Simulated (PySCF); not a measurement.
ClGe, SMILES [Cl][Ge] (connectivity only; charge and spin as stated), charge +1, multiplicity 1. Geometry: B3LYP-D3(BJ)/def2-TZVP. The spin state was assumed, not searched.

TDA-CAM-B3LYP/def2-TZVPD run with PySCF puts the lowest singlet excitations at 5.16, 5.34, 5.34, 5.36, 5.36, 6.84 eV.

Q: What are the lowest excitation roots from ADC(2)/aug-cc-pVDZ in PySCF 2.14.0? (Estimate from the structure and the level; the computed values follow.)

A: 5.35, 5.35, 5.36, 5.36, 5.39, 5.96 eV. S1 differs by 0.19 eV (second minus first; roots are paired by order, and the bases may differ).
